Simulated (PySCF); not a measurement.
C8H10O.
Numbering: `[CH3:1][O:2][C@@:3]12[CH:4]=[CH:5][C@H:6]3[C@@H:7]1[C@@:8]23[CH3:9]`

NICS is the negative of the GIAO shielding at a point without a nucleus: at the ring centre (0) and 1 Å above and below it (1); zz is the component along the ring normal. Level: GIAO PBE0/pcSseg-1 (PySCF, non-relativistic, gas phase) on the GFN2-xTB geometry, one conformer.

Rings: 1. C3–C4–C5–C6–C7; 2. C3–C7–C8; 3. C6–C7–C8.

| set | NICS(0) | NICS(1), two faces | NICS(1)zz, two faces |
| --- | --- | --- | --- |
| P | -10.3 | -12.1 / -3.2 | -2.1 / -2.6 |
| Q | -41.7 | -16.9 / -7.6 | -27.4 / -21.4 |
| R | -39.2 | -17.5 / -5.8 | -26.9 / -15.7 |

Task: Which set (ppm) belongs to which ring?

Result: P = 1, Q = 3, R = 2.
- 1 (5-membered carbocycle; formal bonds 1 double, 4 single): mean NICS(1)zz -2.3 ppm, near zero. C3, C6, C7 have four or more neighbours, and the NICS criterion for π rings isn't applied.
- 2 (3-membered carbocycle; formal bonds all single): mean NICS(1)zz -21.3 ppm, shielded. C3, C7, C8 have four or more neighbours, and the NICS criterion for π rings isn't applied.
- 3 (3-membered carbocycle; formal bonds all single): mean NICS(1)zz -24.4 ppm, shielded. C6, C7, C8 have four or more neighbours, so the value isn't read as a sign of a π ring current.

Task: How do the rings differ in shape?

Result: 
```
ring                   bond lengths (Å)  rms pucker (Å)  HOMA  nearest outside atom to a NICS(1) probe (Å)
   1  1.494, 1.330, 1.487, 1.518, 1.533            0.21     –                                  carbon 1.00
   2                1.533, 1.459, 1.522            0.00     –                                  carbon 0.85
   3                1.518, 1.459, 1.521            0.00     –                                  carbon 0.86
```
